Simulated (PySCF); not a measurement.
PBE0 on Zr- (zirconium, charge -1), [Kr] 4d3 5s2, high-spin 4F determinant. All numbers are calculated (PySCF 2.14, scalar relativity by spin-free X2C-1e, in aug-cc-pVTZ-DK).

```
cycle= 1 E= -3597.85085531848  delta_E= -0.0143  |g|= 0.0352  |ddm|= 2.03
cycle= 2 E= -3597.85229350872  delta_E= -0.00144  |g|= 0.047  |ddm|= 0.325
cycle= 3 E= -3597.85404518624  delta_E= -0.00175  |g|= 0.00733  |ddm|= 0.205
cycle= 4 E= -3597.85430230659  delta_E= -0.000257  |g|= 0.004  |ddm|= 0.129
cycle= 5 E= -3597.85441136667  delta_E= -0.000109  |g|= 0.000826  |ddm|= 0.12
cycle= 6 E= -3597.85441263786  delta_E= -1.27e-06  |g|= 0.000361  |ddm|= 0.00506
cycle= 7 E= -3597.8544130029  delta_E= -3.65e-07  |g|= 3.51e-05  |ddm|= 0.00364
cycle= 8 E= -3597.85441300479  delta_E= -1.89e-09  |g|= 4.09e-06  |ddm|= 0.000297
cycle= 9 E= -3597.85441300483  delta_E= -4.5e-11  |g|= 1.97e-07  |ddm|= 7.27e-05
converged SCF energy = -3597.85441300483  <S^2> = 3.7927869  2S+1 = 4.0213365
```

Highest occupied orbital energy: 0.695 eV; ⟨L²⟩ = 12.02; populations by l: s 10.00, p 18.00, d 13.00, f 0.00.

Problem. Can this result be used?

Solution. With care. The calculation finished and met its thresholds. At PBE0 the highest occupied level has a positive energy, so only the finite basis holds that electron; in a semilocal or global hybrid functional this comes from self-interaction and does not mean that the real anion is unbound.
